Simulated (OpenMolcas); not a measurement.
Cl2+: effect of the active space

```
Program             : OpenMolcas 26.06
Method              : SS-CASPT2 or its RAS form, IPEA 0.25 Eh, imaginary shift 0.1 Eh
Basis               : ANO-R2
Scalar Hamiltonian  : X2C, finite nucleus
Spin-orbit coupling : RASSI with atomic mean-field integrals over the reference wave functions, term energies averaged over their components
```

A. 3 electrons in 3 orbitals (3p); 2S+1 = 4 odd, 1 root; 2S+1 = 2 odd, 8 roots; closed shells correlated: 2s 2p 3s; CASPT2 step roughly 1.1 core-seconds
B. 5 electrons in 4 orbitals (3s 3p); 2S+1 = 4 odd, 1 root; 2S+1 = 2 odd, 11 roots; 2S+1 = 4 even, 3 roots; 2S+1 = 2 even, 9 roots; closed shells correlated: 2s 2p; CASPT2 step of the order of 2.8 core-seconds
C. 5 electrons in 8 orbitals (3s 3p 4s 4p); 2S+1 = 4 odd, 1 root; 2S+1 = 2 odd, 8 roots; 2S+1 = 4 even, 3 roots; 2S+1 = 2 even, 9 roots; closed shells correlated: 2s 2p; CASPT2 step of the order of 11 core-seconds
D. 5 electrons in 9 orbitals (RAS2 3s 3p; RAS3 3d, at most 2 electrons); 2S+1 = 4 odd, 1 root; 2S+1 = 2 odd, 11 roots; 2S+1 = 4 even, 3 roots; 2S+1 = 2 even, 9 roots; closed shells correlated: 2s 2p; CASPT2 step of the order of 21 core-seconds

Energies in cm⁻¹ above 3s² 3p³ ⁴S°_3/2, the measured ground level; measured values from Moore, Atomic Energy Levels, vol. I, NSRDS-NBS 35 (1971 reprint of NBS Circular 467, 1949).

```csv
Level,A,B,C,D,Measured
3s² 3p³ ⁴S°_3/2,0.0,0.0,0.0,0.0,0.0
3s² 3p³ ²D°_3/2,18990,19000,19340,18840,18053
3s² 3p³ ²D°_5/2,19040,19060,19410,18890,18120
3s² 3p³ ²P°_1/2,32010,30810,31270,31080,29812
3s² 3p³ ²P°_3/2,32080,30850,31340,31120,29907
```

Deviations, from unrounded energies. A percentage is the sum of absolute deviations over the sum of measured energies, with the sign that they share, or ± where signs differ.

```csv
Against measurement,Levels,A,B,C,D
mean absolute deviation (cm-1),4,1600,960,1400,1000
other terms of the ground configuration (%),4,+6.5,+4.0,+5.7,+4.2
```

B lies closest to measurement on these levels and A furthest from it. The largest miss of B in the table is 3s² 3p³ ²P°_1/2, by +1000 cm-1. The ranking rests on the paired levels alone, and a cruder setting can come out closer through cancelling errors.

The two smallest mean deviations differ by little beside CASPT2's spread within terms, so their order carries little weight.

Among A to D the level of the table that moves most is 3s² 3p³ ²P°_3/2, by 1200 cm-1 (lowest in B, highest in A). Moves below CASPT2's spread within the term are not significant.

Term energies are means over components that CASPT2 splits; among the terms shown or strongly mixed into the levels shown the widest spread is 240 cm-1 (3s² 3p³ ²D°, B). Over all roots computed the reference weight is 0.87 to 0.96 in B, 0.85 to 0.96 in C; the roots of lowest weight are the least certain, and an intruder state may touch them. With the s shell closed, the reference lacks s² → p² mixing (holds for A). Active for correlation alone: 4p 4s; no level in the range computed is led by a configuration that fills them, so any true level of that kind is missing (holds for C). The run also gave levels led by 3s² 3p² 3d, which use shells meant for correlation; these and all levels above them are left out (holds for D). Computed and measured levels are paired by configuration, term and J; levels that our copy of the source lacks, or whose pairing is in doubt (as where it misses far off the trend of its configuration), stay unpaired and out of the deviations. Levels of configurations outside the active space are missing. Levels that lie high or do not pair safely by name in every column are left out.

° marks odd parity.
